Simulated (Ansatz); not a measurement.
C2H8AlNS, relaxed with RKS PBE0-D4/def2-TZVP in the Gaussian-basis code of Ansatz from a PBE-D4/def2-SVP geometry. The force threshold is 0.005 eV/Å; the program also tests the step.

Charge 0, multiplicity 1. The bonds changed during the relaxation, so this is another structure than the one it started from.

Start:

```xyz
13

C    -0.462   -1.170   -1.025
C     0.164   -0.519    0.156
N     0.164   -1.180    1.286
Al    0.840    1.439    0.282
S    -1.220    2.409    0.156
H    -0.892   -2.178   -0.838
H    -1.256   -0.491   -1.401
H     0.288   -1.232   -1.843
H     0.584   -0.729    2.114
H    -0.268   -2.108    1.413
H     1.847    1.761   -0.934
H     1.366    1.392    1.824
H    -1.154    2.605   -1.191
```

```
         step  energy (eV)  largest force (eV/Å)  largest move (Å)
            1  -21118.0480                 0.685             0.000
            2  -21118.0943                 0.235             0.046
            3  -21118.0985                 0.061             0.060
            4  -21118.1002                 0.042             0.034
            5  -21118.1008                 0.035             0.021
            6  -21118.1011                 0.016             0.027
            7  -21118.1014                 0.024             0.038
            8  -21118.1015                 0.020             0.013
            9  -21118.1017                 0.012             0.020
           10  -21118.1017                 0.013             0.016
           11  -21118.1017                 0.009             0.004
12 (rejected)  -21118.1017                 0.018             0.003
           13  -21118.1018                 0.005             0.002
           14  -21118.1018                 0.009             0.004
           15  -21118.1018                 0.007             0.004
           16  -21118.1018                 0.003             0.002
```

End:

```xyz
13

C    -0.483   -1.200   -1.001
C     0.129   -0.530    0.162
N     0.204   -1.197    1.266
Al    0.759    1.442    0.291
S    -1.207    2.519    0.081
H    -0.816   -2.227   -0.818
H    -1.329   -0.590   -1.330
H     0.232   -1.187   -1.830
H     0.609   -0.740    2.077
H    -0.138   -2.147    1.375
H     1.814    1.699   -0.881
H     1.253    1.365    1.830
H    -1.028    2.794   -1.222
```

It took 31 s on 4 threads of a server CPU on a shared host, with 0.64 GiB of host memory at the peak.
